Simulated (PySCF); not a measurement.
C4H2F2, SMILES C#C/C(F)=C\F.

Coordinates come from a PBE0-D3(BJ)/def2-SVP optimisation. The structure was generated by enumeration; whether it is a known compound was not checked.

Method: PySCF 2.14.0 with TDA-PBE/def2-SVPD.

Vertical excitations. Gas-phase values at a fixed geometry. State labels are in the subgroup Cs.

### Question
Estimate the UV-visible absorptions. (Estimate from the structure and the level; the computed values follow.)

### Answer

| state | symmetry | energy (eV) | λ (nm) | f | main pairs |
|---|---|---|---|---|---|
| S1 | A" | 4.89 | 254 | 0.000 | HOMO→LUMO+1 100 % |
| S2 | A" | 5.53 | 224 | 0.000 | HOMO−1→LUMO 100 % |
| S3 | A' | 5.70 | 218 | 0.277 | HOMO→LUMO 66 %, HOMO−1→LUMO+1 21 % |
| S4 | A" | 6.46 | 192 | 0.000 | HOMO→LUMO+2 100 % |
| S5 | A' | 6.50 | 191 | 0.093 | HOMO−2→LUMO 70 %, HOMO→LUMO+6 11 % |
| S6 | A" | 6.85 | 181 | 0.014 | HOMO→LUMO+3 99 % |
| S7 | A" | 6.98 | 178 | 0.000 | HOMO−2→LUMO+1 96 % |
| S8 | A" | 7.24 | 171 | 0.001 | HOMO→LUMO+4 93 % |
| S9 | A" | 7.29 | 170 | 0.001 | HOMO−3→LUMO 98 % |
| S10 | A" | 7.42 | 167 | 0.001 | HOMO→LUMO+5 95 % |
| T1 | A' | 3.27 | 379 | 0 | HOMO→LUMO 99 % |
| T2 | A" | 4.58 | 271 | 0 | HOMO→LUMO+1 93 % |
| T3 | A' | 5.22 | 237 | 0 | HOMO−1→LUMO+1 67 %, HOMO−2→LUMO 28 % |
| T4 | A" | 5.24 | 237 | 0 | HOMO−1→LUMO 90 % |
Triplets are in the Tamm–Dancoff approximation.
